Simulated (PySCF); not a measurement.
Two species compared at the same levels of theory.

First species: C2H12O2SSi4.
Geometry (GFN2-xTB, Å), atoms numbered from 1 in this order:
```
atom  x, y, z in Å
O1    -2.4811    3.1694   -0.1435
C2    -2.5366    2.3437    0.7173
O3    -1.8316    1.2469    0.7513
Si4   -0.7602    0.9604   -0.5074
C5    -0.0081   -0.6796    0.0425
Si6   -1.3009   -2.0982    0.0459
Si7    0.8973   -0.5810    1.7199
S8     1.1256   -1.1776   -1.3475
Si9    2.9292   -0.0355   -1.2392
H10   -3.2024    2.4229    1.5951
H11    0.1994    2.0628   -0.5255
H12   -1.5021    0.8744   -1.7597
H13   -0.6052   -3.3382    0.3887
H14   -1.8884   -2.2130   -1.2878
H15   -2.3296   -1.8055    1.0451
H16    1.7818    0.5913    1.7301
H17    1.6987   -1.7931    1.8947
H18   -0.0947   -0.4688    2.7863
H19    3.7127   -0.4391   -0.0763
H20    3.5712   -0.4119   -2.4879
H21    2.6160    1.3864   -1.1877
```

Second species: C5H11ClOSi2.
Geometry (GFN2-xTB, Å), atoms numbered from 1 in this order:
```xyz
20
C5H11ClOSi2 angstrom
C     -1.9613   -0.1287    1.5676
C     -1.1120    0.1566    0.3655
Si    -1.5631    1.7069   -0.6336
C     -0.0341   -0.5934    0.0530
C      0.4183   -1.7227    0.8519
O      1.5548   -2.1434    0.7952
C      0.9011   -0.3088   -1.0752
Si     2.7134   -0.1479   -0.4639
Cl     2.6982    0.6583    1.3888
H     -1.4894    0.2912    2.4567
H     -2.9398    0.3338    1.4649
H     -2.1021   -1.1944    1.7372
H     -2.7624    2.2879   -0.0267
H     -1.8631    1.3215   -2.0159
H     -0.4713    2.6794   -0.5852
H     -0.3083   -2.1985    1.5288
H      0.8651   -1.1418   -1.7793
H      0.5979    0.5855   -1.6139
H      3.5522   -1.3299   -0.5481
H      3.3009    0.8990   -1.3152
```

Levels: PBE0/pcSseg-1 for dipole moment, HOMO energy, LUMO energy and HOMO–LUMO gap; GFN2-xTB for rotational constant A and rotational constant C. Geometries: GFN2-xTB. Each species is one conformer at its optimised geometry, gas phase, non-relativistic unless stated. Electronic properties by PySCF.

Dipoles, sizes and rotational constants follow the conformer. The torsions of the flexible species, by atom-mapped SMILES:
- `[O:1]=[CH:2][O:3][SiH2:4][C:5]([SiH3:6])([SiH3:7])[S:8][SiH3:9]`: O1–C2–O3–Si4 0°, C2–O3–Si4–C5 179°, O3–Si4–C5–Si6 66°, Si4–C5–S8–Si9 77°
- `[CH3:1]/[C:2]([SiH3:3])=[C:4](\[CH:5]=[O:6])[CH2:7][SiH2:8][Cl:9]`: C2–C4–C5–O6 -159°, C2–C4–C7–Si8 124°, C4–C7–Si8–Cl9 -33°

Values for the first species:

```
Dipole moment         : 2.07 D
HOMO energy           : -7.15 eV
LUMO energy           : -0.48 eV
HOMO–LUMO gap         : 6.67 eV
Rotational constant A : 0.951 GHz
Rotational constant C : 0.419 GHz
```

Problem. Estimate the same properties for the second species, and the change in each.

Solution. 
| property | first | second | second less first |
| --- | --- | --- | --- |
| dipole moment | 2.07 D | 3.66 D | +1.59 D |
| HOMO energy | -7.15 eV | -7.47 eV | -0.32 eV |
| LUMO energy | -0.48 eV | -2.27 eV | -1.79 eV |
| HOMO–LUMO gap | 6.67 eV | 5.20 eV | -1.47 eV |
| rotational constant A | 0.951 GHz | 1.384 GHz | +0.433 GHz |
| rotational constant C | 0.419 GHz | 0.586 GHz | +0.167 GHz |

On the first: The dipole matches unit charges of opposite sign 0.43 Å apart (1 e·Å = 4.8032 D).

On the second: The dipole matches unit charges of opposite sign 0.76 Å apart (1 e·Å = 4.8032 D). A dipole of 3.66 D is allowed in C1, and pure rotational transitions are dipole-allowed.
